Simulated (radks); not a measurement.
These are the eigenvalues of the occupied orbitals of an atom or ion with whole-number occupations (Ry). Calculated with a radial shooting solver on a logarithmic mesh with Libxc functionals: Dirac Kohn-Sham, PBE, spin-unpolarised, spherical densities, point nucleus.

1s1/2: -271.7188
2s1/2: -38.01724
2p1/2: -32.87225
2p3/2: -32.65352
3s1/2: -12.18850

Which element is it, and in what charge state? The configuration may be excited. Open shells, if any, fill j = l - 1/2 first.

Answer. Z = 19, potassium, charge +8: K8+ in [Ne] 3s1. The list shows which subshells hold electrons but not how many an open one holds; the 1s level, -135.86 hartree, gives Z - s = 16.5 by -(Z - s)^2/2, which with screening and relativity narrows Z to a few neighbours, and the depths of the outer levels then fix element, charge and occupations together.
